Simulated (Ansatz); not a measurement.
Harmonic frequencies (cm⁻¹) at PBE0-D4/def2-TZVP from Ansatz: 359, 455, 600, 773, 812, 828, 856, 990, 1047, 1200, 1394, 1854, 2755, 3466, 3580.

Each molecule was computed in one conformer, which needn't be the lowest.

(1) Which molecule is it?
A. `BN=C=N`
B. `NB1C=N1`
C. `N=C1BN1`
D. `C=C(S)Cl`

Answers

(1) C.
